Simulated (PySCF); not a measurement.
Method: PBE-D3(BJ)/def2-TZVP // PBE0-D3(BJ)/def2-SVP (PySCF 2.14.0). All species are isolated molecules in the gas phase. One relaxed conformer stands for a flexible species; it need not be the lowest. Excitations are Tamm–Dancoff values on a coarser integration grid. The basis has no diffuse functions, so Rydberg states are missing or too high.

Reference species (SMILES): `C[O][Sn]([F])([F])[O]C` (C–O–Sn–F torsion 56°, F–Sn–O–C torsion -58°) (neutral, multiplicity 1).

```yaml
brightest of the four lowest singlets (TDA): 4.74 eV
S1–T1 gap (TDA): 0.30 eV
S1 excitation (TDA): 3.57 eV
```

Changed species: `[Sn]([O]C)([F])([F])[F]` (1 of 4 F replaced by OCH3; the reference has 2 of 4 F replaced by OCH3).

Task: Give the shifts of the brightest of the four lowest singlets (TDA), S1–T1 gap (TDA) and S1 excitation (TDA).

Result: the brightest of the four lowest singlets (TDA) drops by 0.07 eV, to 4.67 eV; the S1–T1 gap (TDA) goes up by 0.05 eV, to 0.35 eV; the S1 excitation (TDA) drops by 0.08 eV, to 3.49 eV.
